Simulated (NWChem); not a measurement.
System meant: SbCl2F; SMILES [Cl][Sb]([Cl])[F]

NWChem input:

```
start job
memory heap 200 mb stack 900 mb global 1100 mb
geometry units angstroms noautoz
  Sb     0.438941     0.300824     0.000000
  F      1.337043    -1.404892     0.000000
  Cl    -1.028826    -0.175757    -1.783335
  Cl    -1.028826    -0.175757     1.783335
end
basis spherical
  * library def2-svp
end
ecp
  Sb library def2-ecp
end
dft
  odft
  mult 2
  xc pbe0
  iterations 150
  mulliken
end
task dft energy
```

End of the output:

```
 Summary of "ao basis" -> "" (spherical)
 ------------------------------------------------------------------------------
       Tag                 Description            Shells   Functions and Types
 ---------------- ------------------------------  ------  ---------------------
 *                          def2-svp                  on all atoms

                                 NWChem DFT Module
                                 -----------------

 Summary of "ao basis" -> "ao basis" (spherical)
 ------------------------------------------------------------------------------
       Tag                 Description            Shells   Functions and Types
 ---------------- ------------------------------  ------  ---------------------
 Sb                         def2-svp                10       26   4s4p2d
 F                          def2-svp                 6       14   3s2p1d
 Cl                         def2-svp                 8       18   4s3p1d

 Summary of "ao basis" -> "ao basis" (spherical)
 ------------------------------------------------------------------------------
       Tag                 Description            Shells   Functions and Types
 ---------------- ------------------------------  ------  ---------------------
 Sb                         def2-svp                10       26   4s4p2d
 F                          def2-svp                 6       14   3s2p1d
 Cl                         def2-svp                 8       18   4s3p1d

      Symmetry analysis of basis
      --------------------------

        a'         46
        a"         30

  number of electrons :                   66
  multiplicity        :                    2
 ------------------------------------------------------------------------
  no. of electrons and multiplicity not compatible                  66
 ------------------------------------------------------------------------
 ------------------------------------------------------------------------
  current input line :
    22: task dft energy
 ------------------------------------------------------------------------
 ------------------------------------------------------------------------
 There is an error in the input file
 ------------------------------------------------------------------------
 For more information see the NWChem manual at https://nwchemgit.github.io

0: no. of electrons and multiplicity not compatible:Received an Error in Communication
```

Problem. Find the fault in this run and fix the input.

Solution. The program refused the input. Cause: the multiplicity doesn't fit the number of electrons (an even count wants an odd multiplicity, and the reverse). This input runs:
```
start job
memory heap 200 mb stack 900 mb global 1100 mb
geometry units angstroms noautoz
  Sb     0.438941     0.300824     0.000000
  F      1.337043    -1.404892     0.000000
  Cl    -1.028826    -0.175757    -1.783335
  Cl    -1.028826    -0.175757     1.783335
end
basis spherical
  Sb library def2-svp
  F library def2-svp
  Cl library def2-svp
end
ecp
  Sb library def2-ecp
end
dft
  xc pbe0
  iterations 150
  mulliken
end
task dft energy
```
It converges to -1259.83303 Ha (PBE0/def2-SVP with def2 effective core potentials on Sb).
